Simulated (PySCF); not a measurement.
Isomers of C5H7BO2, mass 110.054 u with the commonest isotopes. Method: PySCF, PBE0-D3(BJ)/def2-SVP geometry optimisation, gas phase. One conformer each, none proved a minimum here; rigid rotors.

**Question.** Order these by out-of-plane moment Σ m c² = (Ia + Ib − Ic)/2, largest first.
A. `CC#CB1OCCO1`
B. `[CH2:1]=[CH:2][B@@H-:3]1[O:4][CH:5]=[CH:6][CH:7]=[O+:8]1` with C1–C2–B3–O4 122°, C2–B3–O4–C5 -88°, B3–O4–C5–C6 -12°, C5–C6–C7–O8 10°, C2–B3–O8–C7 86°
C. `[CH2:1]=[CH:2][C:3]1=[O+:4][BH2-:5][O:6][CH:7]=[CH:8]1` with C1–C2–C3–O4 1°
D. `[CH3:1]/[CH:2]=[CH:3]/[C:4]#[C:5][B:6]([OH:7])[OH:8]` with C5–B6–O7–H 180°, C5–B6–O8–H -179°
E. `[CH:1]#[C:2]/[C:3]([CH3:4])=[CH:5]\[B:6]([OH:7])[OH:8]` with C5–B6–O7–H 0°, C5–B6–O8–H 180°

**Answer.** B (50.47 u·Å²), A (4.79 u·Å²), D (4.00 u·Å²), C (2.16 u·Å²), E (1.59 u·Å²).

**Question.** Order these by radius of gyration √(Σ m r²/M), largest first.
A. `[CH3:1]/[CH:2]=[CH:3]\[C:4]#[C:5][B:6]([OH:7])[OH:8]` with C5–B6–O7–H 0°, C5–B6–O8–H 180°
B. `[CH2:1]=[CH:2][B@@H-:3]1[O:4][CH:5]=[CH:6][CH:7]=[O+:8]1` with C1–C2–B3–O4 122°, C2–B3–O4–C5 -88°, B3–O4–C5–C6 -12°, C5–C6–C7–O8 10°, C2–B3–O8–C7 86°
C. `[CH3:1][C:2]1=[CH:3][C:4]/1=[CH:5]\[B:6]([OH:7])[OH:8]` with C5–B6–O7–H 180°, C5–B6–O8–H 180°
D. `[OH:1][B:2]([OH:3])[C:4]1=[CH:5][CH2:6][CH:7]=[CH:8]1` with H–O1–B2–O3 1°, O1–B2–O3–H 1°
E. `[CH:1]#[C:2]/[C:3]([CH3:4])=[CH:5]\[B:6]([OH:7])[OH:8]` with C5–B6–O7–H 0°, C5–B6–O8–H 180°
F. `[CH3:1]/[CH:2]=[CH:3]/[C:4]#[C:5][B:6]([OH:7])[OH:8]` with C5–B6–O7–H 180°, C5–B6–O8–H -179°
G. `[CH2:1]=[CH:2][C:3]1=[O+:4][BH2-:5][O:6][CH:7]=[CH:8]1` with C1–C2–C3–O4 1°

**Answer.** F (2.792 Å), A (2.563 Å), C (2.352 Å), E (2.173 Å), D (2.063 Å), G (1.962 Å), B (1.808 Å).

**Question.** Order these by rotational constant B, smallest first.
A. `CC#CB1OCCO1`
B. `[CH2:1]=[CH:2][C:3]1=[O+:4][BH2-:5][O:6][CH:7]=[CH:8]1` with C1–C2–C3–O4 1°
C. `[CH3:1][C:2]1=[CH:3][C:4]/1=[CH:5]\[B:6]([OH:7])[OH:8]` with C5–B6–O7–H 180°, C5–B6–O8–H 180°
D. `[CH3:1]/[CH:2]=[CH:3]\[C:4]#[C:5][B:6]([OH:7])[OH:8]` with C5–B6–O7–H 0°, C5–B6–O8–H 180°
E. `[CH2:1]=[CH:2][B@@H-:3]1[O:4][CH:5]=[CH:6][CH:7]=[O+:8]1` with C1–C2–B3–O4 122°, C2–B3–O4–C5 -88°, B3–O4–C5–C6 -12°, C5–C6–C7–O8 10°, C2–B3–O8–C7 86°
F. `[CH3:1]/[CH:2]=[CH:3]/[C:4]#[C:5][B:6]([OH:7])[OH:8]` with C5–B6–O7–H 180°, C5–B6–O8–H -179°
G. `[CH:1]#[C:2]/[C:3]([CH3:4])=[CH:5]\[B:6]([OH:7])[OH:8]` with C5–B6–O7–H 0°, C5–B6–O8–H 180°

**Answer.** F (634.6 MHz), D (812.5 MHz), A (932.2 MHz), C (958.4 MHz), G (1399 MHz), B (1557 MHz), E (1959 MHz).

```csv
SMILES,point group,Ia (u·Å²),Ib (u·Å²),Ic (u·Å²),κ,μa (D),μb (D),μc (D)
C#C/C(C)=C\B(O)O,–,160.16,361.28,518.27,-0.61,0.19,1.35,0.02
CC1=CC/1=C\B(O)O,Cs,82.96,527.31,607.10,-0.95,1.14,1.90,0.02
C/C=C/C#CB(O)O,C1,65.44,796.37,853.81,-0.99,1.21,0.58,0.24
C=CC1=[O+][BH2-]OC=C1,–,101.32,324.57,421.58,-0.81,2.74,4.03,0.04
OB(O)C1=CCC=C1,–,109.54,360.64,467.01,-0.82,2.13,0.45,0.00
C=C[B@@H-]1OC=CC=[O+]1,C1,152.03,258.04,309.12,-0.62,3.40,1.40,2.32
C/C=C\C#CB(O)O,C1,103.19,621.99,720.58,-0.95,0.89,1.03,0.20
CC#CB1OCCO1,Cs,68.10,542.16,600.69,-0.97,0.72,0.01,0.01
```
